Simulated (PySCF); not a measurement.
H6NSi2, doublet, at a GFN2-xTB geometry. Base run: BLYP/6-31G (PySCF).

Geometry (Å):
```xyz
9

Si     1.6670    -0.2156     0.0634
N      0.0000     0.0000     0.0000
Si    -1.6670     0.2156    -0.0634
H      2.0713    -1.1070    -1.0324
H      2.3197     1.0926    -0.0820
H      2.0182    -0.8147     1.3582
H     -2.2908    -0.6033     0.9849
H     -2.1489    -0.2039    -1.3865
H     -1.9696     1.6363     0.1578
```
Charge 0, spin multiplicity 2.
Orbitals are unrestricted.
All else is at PySCF's defaults.
Base energy -637.10835 Eh.

Variants of this job, named by their change:

```csv
change,ΔE vs base (mEh),grid points,electrons on the grid,outcome
base,0.000,111112,41.00000,converged
grids.prune = off,0.000,182696,41.00000,converged
grids.radi_method = mura_knowles,0.000,105544,41.00000,converged
grids.level = 0,-57.152,8032,41.01011,converged
grids.prune = dft.gen_grid.treutler_prune,-,-,-,not converged
"grids.atom_grid = (99, 590)",0.002,290088,41.00000,converged
grids.level = 1,-0.001,32776,41.00002,converged
grids.radi_method = delley,0.001,118808,41.00000,converged
"grids.atom_grid = (30, 110)",0.710,22200,40.99959,converged
"grids.atom_grid = (75, 302)",0.001,130664,41.00001,converged
"grids.atom_grid = (50, 194)",-0.001,59272,41.00000,converged
```

Open shells are given as the SCF converged; they aren't shown to be the lowest states, and a large step between rows can be another state.
